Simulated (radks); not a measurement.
Problem. The mean radii <r> (bohr) of the occupied orbitals of an atom or ion are listed with their occupations. Method: Dirac Kohn-Sham, relativistic LDA (MacDonald-Vosko exchange, VWN5 correlation), spin-unpolarised, spherical densities, finite nucleus; Fermi nuclear charge, rms radius of each element as measured or else 0.836 A^(1/3) + 0.57 fm; computed with a radial shooting solver on a logarithmic mesh with Libxc functionals.

orbital  occ.      <r>
1s1/2       2  0.01812
2s1/2       2  0.07588
2p1/2       2  0.06268
2p3/2       4  0.07071
3s1/2       2   0.1976
3p1/2       2   0.1874
3p3/2       4   0.2023
3d3/2       4   0.1767
3d5/2       6   0.1813
4s1/2       2   0.4405
4p1/2       2   0.4443
4p3/2       4   0.4770
4d3/2       4   0.4891
4d5/2       6   0.4999
5s1/2       2   0.9554
4f5/2       6   0.5398
4f7/2       7   0.5460
5p1/2       2    1.007

Name the element and its charge. Open shells, if any, fill j = l - 1/2 first.

Solution. Z = 75, rhenium, charge +12: Re12+ in [Kr] 4d10 4f13 5s2 5p2. The 1s radius gives Z: for a bare nucleus <r> = (2 gamma + 1)/(2Z) with gamma = sqrt(1 - (Z/c)^2), 0.01783 bohr for Z = 75, and screening makes it slightly larger (0.01812 here). The occupations add up to 63, and the charge is Z minus that.
